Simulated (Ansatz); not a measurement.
Geometry optimisation, Ansatz, RKS PBE0-D4/def2-SVP.

The input (input.yaml):

```yaml
crystal:
  periodic: [false, false, false]
  atoms:
    - { symbol: "N", position_ang: [-0.0796, 1.42907, -0.54635] }
    - { symbol: Si, position_ang: [-0.46192, -0.21819, -0.24466] }
    - { symbol: Si, position_ang: [1.23767, -1.61764, 0.10011] }
    - { symbol: S, position_ang: [-1.9021, 0.01721, 1.38223] }
    - { symbol: H, position_ang: [0.51953, 1.68708, -1.31067] }
    - { symbol: H, position_ang: [-0.64549, 2.20378, -0.24023] }
    - { symbol: H, position_ang: [2.02332, -1.68316, -1.15153] }
    - { symbol: H, position_ang: [0.76269, -3.00985, 0.21029] }
    - { symbol: H, position_ang: [-1.45409, 1.19171, 1.8008] }
basis:
  gaussian: { orbitals: def2-SVP }
hamiltonian:
  xc: pbe0
  dispersion: d4
relax:
  f_tol: 0.015
  max_steps: 40
output:
  orbitals: {}
```

Run as:

```bash
$ ansatz run input.yaml --threads 1 --pin off --max-ram 2048MiB --backend cpu --events-out ev --progress --plain --runs-dir out
```

Problem. Where does it end, and by what steps?

Solution. The run converged. After 13 steps the energy has fallen by 0.325 eV; Si2 moved furthest, 0.54 Å.

```tsv
step	energy less start (eV)	largest force component (eV/Å)	accepted
0	0.0000	1.132	yes
1	-0.1621	0.659	yes
2	-0.2350	0.550	yes
3	-0.2841	0.195	yes
4	-0.2997	0.315	yes
5	-0.3092	0.196	yes
6	-0.3143	0.432	yes
7	-0.3201	0.194	yes
8	-0.3155	0.122	no
9	-0.3240	0.115	yes
10	-0.3247	0.026	yes
11	-0.3249	0.020	yes
12	-0.3249	0.016	yes
13	-0.3251	0.014	yes
```

```xyz
9
Properties=species:S:1:pos:R:3
N -0.020 1.421 -0.539
Si -0.093 -0.139 0.136
Si 1.561 -1.684 0.094
S -1.714 -0.166 1.523
H 0.715 1.665 -1.195
H -0.711 2.155 -0.434
H 1.620 -1.628 -1.429
H 0.538 -2.798 0.272
H -1.896 1.174 1.572
```

Whether the end is a true minimum wasn't checked by a vibrational analysis.

The run took 34 s on 1 thread of Intel(R) Xeon(R) 6975P-C (Granite Rapids) (shared host), peak memory 0.2 GiB.
